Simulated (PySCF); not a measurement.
Atoms are numbered as in `[CH2:1]=[CH:2][CH2:3][C:4]([F:5])=[C:6]=[O:7]` (H(Xn): hydrogen on atom n). Ha(C1) is cis to C3; Hb(C1) is trans to C3.

PySCF 2.14 calculation with GIAO PBE0/pcSseg-1 shieldings and GFN2-xTB structure; relativity neglected, one averaged value for each set of equivalent atoms, gas phase, a single conformation.

Q: List the cross peaks expected in HSQC, COSY and HMBC spectra.

A: 

HSQC (one-bond C–H):
| δH | δC |
| --- | --- |
| 6.73 (H(C2)) | 144.5 (C2) |
| 5.52 (Hb(C1)) | 123.6 (C1) |
| 5.45 (Ha(C1)) | 123.6 (C1) |
| 3.26 (H(C3)) | 39.5 (C3) |

COSY cross peaks (H two or three bonds apart, from the bond graph; peaks can be absent where the dihedral angle is near 90°):
| δH | δH |
| --- | --- |
| 6.73 (H(C2)) | 5.52 (Hb(C1)) |
| 6.73 (H(C2)) | 5.45 (Ha(C1)) |
| 6.73 (H(C2)) | 3.26 (H(C3)) |
| 5.52 (Hb(C1)) | 5.45 (Ha(C1)) |

HMBC (two and three bonds, from the bond graph):
| δH | δC |
| --- | --- |
| 6.73 (H(C2)) | 123.7 (C4), 123.6 (C1), 39.5 (C3) |
| 5.52 (Hb(C1)) | 144.5 (C2), 39.5 (C3) |
| 5.45 (Ha(C1)) | 144.5 (C2), 39.5 (C3) |
| 3.26 (H(C3)) | 255.2 (C6), 144.5 (C2), 123.7 (C4), 123.6 (C1) |

References, each an isolated molecule treated in the same way: ¹H, ¹³C against TMS.

Short H···H contacts in this conformer between protons four or more bonds apart (candidates for NOE cross peaks, intensity ∝ r⁻⁶): Ha(C1)···H(C3) 2.42 Å.

Shifts are as computed. Against solution values, carbons near 30 ppm lie about +3 ppm off and those near 130 ppm about +5 ppm. Of 1313 compounds with measured shifts, 239 miss one by over three times the rms of a fit or turn the order of signals round; such compounds aren't used in these exercises.
